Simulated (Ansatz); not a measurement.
`BO[SiH2]C` + H₂ → `BO[SiH3]` + CH₄ at 500 K and 1 bar (hydrogenolysis of the Si–C bond).

Calculated with Ansatz (gas phase, PBE0-D4/def2-TZVP geometries, no zero-point term in ΔE). CBS: MP2 limit from def2 TZ/QZ plus the TZ coupled-cluster correction, frozen cores. This one scheme is used for every species. One conformer a species, not always the lowest.

```
    species  CCSD(T)/CBS energy (Eh)  H − E (kJ/mol)  S (J/(mol·K))
`BO[SiH2]C`               -431.39483           253.9          393.2
         H₂                 -1.17544            41.0          145.5
 `BO[SiH3]`               -392.11480           167.4          338.5
        CH₄                -40.46206           135.6          206.8
```

H − E and S are ideal-gas, rigid-rotor, harmonic terms from PBE0-D4/def2-TZVP, for one conformer and one mirror image of each species. For small species the MP2-based limit differs from directly extrapolated CCSD(T) by up to some mEh (0.8 for H₂); such offsets cancel only in part. 1 Eh = 2625.50 kJ/mol, R = 8.31446 J/(mol·K).

Task: By hand: ΔE, ΔH, ΔS and ΔG.

Result: ΔE = (-392.11480) + (-40.46206) − (-431.39483) − (-1.17544) = -0.00659 Eh = -17.3 kJ/mol. Δ(H − E) = 167.4 + 135.6 − 253.9 − 41.0 = 8.1, so ΔH = -9.2 kJ/mol. ΔS = 338.5 + 206.8 − 393.2 − 145.5 = 6.6 J/(mol·K). ΔG = -9.2 − 500 × (6.6)/1000 = -12.5 kJ/mol.

Task: By hand: the equilibrium constant, and the temperature at which ΔG would vanish if ΔH and ΔS stayed fixed.

Result: log₁₀ K = −ΔG/(RT ln 10) = 1.3. ΔH and −TΔS have one sign here, so there is no such temperature.

TΔS isn't small against ΔH here. A doubt of 5 kJ/mol in ΔE shifts log₁₀ K by 0.5 here. Other conformers and mirror images would add mixing entropy, several J/(mol·K) or more a flexible species. Modes under 60 cm⁻¹, often nearly free rotors, make the harmonic entropy too high. These are equilibria of isolated gas molecules and say nothing of rates. Largest T1 diagnostic: 0.013 (customary marks: 0.02 for closed shells, 0.045 for open ones).

ΔS is within the doubt of such terms, so its sign, and with it that verdict, could turn.
